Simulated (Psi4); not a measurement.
HCl$_{3}$Si (SMILES Cl[SiH](Cl)Cl), singlet, geometry from GFN2-xTB; HF/pcseg-1 run with Psi4 1.11.

The Psi4 input:
```
memory 2 GB

molecule mol {
0 1
  Si    0.028634   -0.016278    0.491067
  Cl   -1.241581   -1.436795   -0.148817
  Cl   -0.640098    1.792321   -0.076853
  Cl    1.851449   -0.338342   -0.292763
  H     0.113031   -0.064254    1.938435
}

set basis pcseg-1
set reference rhf

energy('scf')
print_variables()
```

Output, abridged:

```
   => Loading Basis Set <=

    Name: PCSEG-1
    Role: ORBITAL
    Keyword: BASIS

         ---------------------------------------------------------
                                   SCF
               by Justin Turney, Rob Parrish, Andy Simmonett
                          and Daniel G. A. Smith
                              RHF Reference
         ---------------------------------------------------------

  ==> Geometry <==

    Molecular point group: c1
    Full point group: C1

    Geometry (in Angstrom), charge = 0, multiplicity = 1:

       Center              X                  Y                   Z               Mass
    ------------   -----------------  -----------------  -----------------  -----------------
         SI           0.029695320794    -0.016881023191     0.509267273868    27.976926534650
         CL          -1.240519679206    -1.437398023191    -0.130616726132    34.968852682000
         CL          -0.639036679206     1.791717976809    -0.058652726132    34.968852682000
         CL           1.852510320794    -0.338945023191    -0.274562726132    34.968852682000
         H            0.114092320794    -0.064857023191     1.956635273868     1.007825032230

  Running in c1 symmetry.

  Rotational constants: A =      0.08328  B =      0.08328  C =      0.04466 [cm^-1]
  Rotational constants: A =   2496.77415  B =   2496.77274  C =   1338.89748 [MHz]
  Nuclear repulsion =  342.210193562134577

  Charge       = 0
  Multiplicity = 1
  Electrons    = 66
  Nalpha       = 33
  Nbeta        = 33

  ==> Algorithm <==

  SCF Algorithm Type is DF.
  DIIS enabled.
  MOM disabled.
  Fractional occupation disabled.
  Guess Type is SAD.
  Energy threshold   = 1.00e-06
  Density threshold  = 1.00e-06
  Integral threshold = 1.00e-12

  ==> Primary Basis <==

  Basis Set: PCSEG-1
    Blend: PCSEG-1
    Number of shells: 35
    Number of basis functions: 77
    Number of Cartesian functions: 81
    Spherical Harmonics?: true
    Max angular momentum: 2

   => Loading Basis Set <=

    Name: (PCSEG-1 AUX)
    Role: JKFIT
    Keyword: DF_BASIS_SCF

  ==> Integral Setup <==

  SCF_SUBTYPE=INCORE selected. In-core MEM_DF algorithm will be used.
  Using in-core AOs.

  ==> MemDFJK: Density-Fitted J/K Matrices <==

    J tasked:                   Yes
    K tasked:                   Yes
    wK tasked:                   No
    Algorithm:                 Core
    Schwarz Cutoff:           1E-12
    Mask sparsity (%):       2.7998
[...]
    Total      77      77
   -------------------------

  ==> Iterations <==

                           Total Energy        Delta E     RMS |[F,P]|

   @DF-RHF iter SAD: -1668.08018061680718   -1.66808e+03   0.00000e+00
   @DF-RHF iter   1: -1668.00690349102297    7.32771e-02   2.78905e-03 ADIIS/DIIS
   @DF-RHF iter   2: -1668.03619130296465   -2.92878e-02   1.17948e-03 ADIIS/DIIS
   @DF-RHF iter   3: -1668.04155544970536   -5.36415e-03   2.64459e-04 ADIIS/DIIS
   @DF-RHF iter   4: -1668.04204427177092   -4.88822e-04   5.94743e-05 DIIS
   @DF-RHF iter   5: -1668.04207132607598   -2.70543e-05   1.58285e-05 DIIS
   @DF-RHF iter   6: -1668.04207360591749   -2.27984e-06   2.69956e-06 DIIS
   @DF-RHF iter   7: -1668.04207367098161   -6.50641e-08   5.34492e-07 DIIS
  Energy and wave function converged.

  ==> Post-Iterations <==

    Orbital Energies [Eh]
    ---------------------

    Doubly Occupied:

[...]
    Virtual:

[...]
    Final Occupation by Irrep:
              A
    DOCC [    33 ]
    NA   [    33 ]
    NB   [    33 ]

  @DF-RHF Final Energy: -1668.04207367098161

   => Energetics <=

    Nuclear Repulsion Energy =            342.2101935621345774
    One-Electron Energy =               -2989.1582797393157307
    Two-Electron Energy =                 978.9060125061996587
    Total Energy =                      -1668.0420736709816083

Computation Completed

Properties will be evaluated at   0.000000,   0.000000,   0.000000 [a0]

Properties computed using the SCF density matrix

 Multipole Moments:

 ------------------------------------------------------------------------------------
     Multipole            Electronic (a.u.)      Nuclear  (a.u.)        Total (a.u.)
 ------------------------------------------------------------------------------------

 L = 1.  Multiply by 2.5417464519 to convert [e a0] to [Debye]
 Dipole X            :         -0.1033454            0.1323643            0.0290189
 Dipole Y            :          0.0587465           -0.0752442           -0.0164977
 Dipole Z            :         -1.7722985            2.2699959            0.4976974
 Magnitude           :                                                    0.4988156

 ------------------------------------------------------------------------------------

  Variable Map:
  ----------------------------------------------------------------------------
[...]
  Array Variable Map:
  ----------------------------------------------------------------------------
[...]
[...]
```
